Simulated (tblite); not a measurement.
H6B3N3, charge +1, doublet, geometry from GFN2-xTB (a state made from the parent by changing its charge; the spin is typed, not shown lowest); GFN1-xTB (tblite).

tblite was given this input:
```
$ tblite run mol.xyz --method gfn1 --charge 1 --spin 1 --guess eeq --json tblite.json --no-restart

# file mol.xyz
12

B      0.98106325    -1.05992046    -0.04989976
N      1.37494395     0.29061409     0.18228070
B      0.39244819     1.28444706     0.30957374
N     -0.96506531     1.03622627     0.05511563
B     -1.40209965    -0.30055796    -0.17940997
N     -0.38755264    -1.27096670    -0.32061857
H      1.78919192    -1.90645476    -0.03050713
H      2.35520248     0.48796067     0.32713174
H      0.70048702     2.32894591     0.76549555
H     -1.66024944     1.76742990     0.10891670
H     -2.54768103    -0.52456909    -0.26618943
H     -0.65029188    -2.16427148    -0.72361180
```

It wrote (shortened):

```
xTB calculator
 | screened Coulomb repulsion
 | Coulomb electrostatics
 |  * isotropic Klopman-Ohno-Mataga-Nishimoto electrostatics
 |  * onsite third-order electrostatics
 | DFT-D3(BJ) dispersion correction

halogen bonding energy    0.0000000000000E+00 Eh
repulsion energy          2.3167055086394E-01 Eh
dispersion energy        -4.1234963920302E-03 Eh
number of electrons       2.9000000000000E+01 e
integral cutoff           2.1261634374110E+01 bohr

------------------------------------------------------------
  cycle        total energy    energy error   density error
------------------------------------------------------------
      1     -16.62221974765  -1.6849767E+01   5.7382333E-01
      2     -16.66687931838  -4.4659571E-02   3.4255401E-01
      3     -16.60739585050   5.9483468E-02   1.5370129E-01
      4     -16.67107725564  -6.3681405E-02   4.7530016E-02
      5     -16.67544985105  -4.3725954E-03   9.2597871E-03
      6     -16.67560164149  -1.5179044E-04   2.7346666E-03
      7     -16.67561803379  -1.6392308E-05   9.9221056E-04
      8     -16.67561831831  -2.8451492E-07   6.7768289E-04
      9     -16.67561934165  -1.0233425E-06   2.4539939E-04
     10     -16.67561945469  -1.1303372E-07   3.9905076E-05
     11     -16.67561945521  -5.2176574E-10   3.5666430E-05
     12     -16.67561945783  -2.6174583E-09   6.1927998E-07
------------------------------------------------------------

electronic energy        -1.6903166512297E+01 Eh
total energy             -1.6675619457825E+01 Eh

Post processing:
 | Mayer-Wiberg bond orders

[Info] JSON dump of results written to 'tblite.json'
```
